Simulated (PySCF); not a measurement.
## Two-component Hartree-Fock for K⁺ (potassium, charge +1)

Start: [Ar]. Calculated with PySCF 2.14 in x2c-QZVPPall-2c (11s9p4d3f, 79 functions): generalised Hartree-Fock with the X2C-1e Hamiltonian and a Gaussian nucleus; one run each with spin-orbit coupling (SO) switched off, then screened by Boettger's factors.

```csv
spinor shell,electrons,"ε, spin-free (eV)","ε, screened SO (eV)",weight of nominal j (screened SO),"rms radius, screened SO (bohr)"
1s1/2,2,-3656.0,-3656.0,1.000,0.0937
2s1/2,2,-403.27,-403.27,1.000,0.418
2p1/2,2,-319.56,-321.59,1.000,0.386
3s1/2,2,-53.790,-53.790,1.000,1.37
3p1/2,2,-31.838,-32.041,1.000,1.55
3p3/2,4,-31.838,-31.738,1.000,1.56
```

Question: Where does 2p3/2 lie, and what is the 2p spin-orbit splitting (screened SO)?

Answer: At -318.56 eV, 3.027 eV above 2p1/2.

| quantity | spin-free | screened SO |
| --- | --- | --- |
| E (hartree) | -601.31474 | -601.31723 |
| M_J | 0 | 0 |
| ⟨J²⟩ | 0.000 | 0.000 |
| ⟨L²⟩ | 0.000 | 0.000 |
| ⟨S²⟩ | 0.000 | 0.000 |

Without spin-orbit coupling the j labels of p, d and f shells carry no meaning; the spin-free column gives the mean over the occupied spinors of each nl shell.
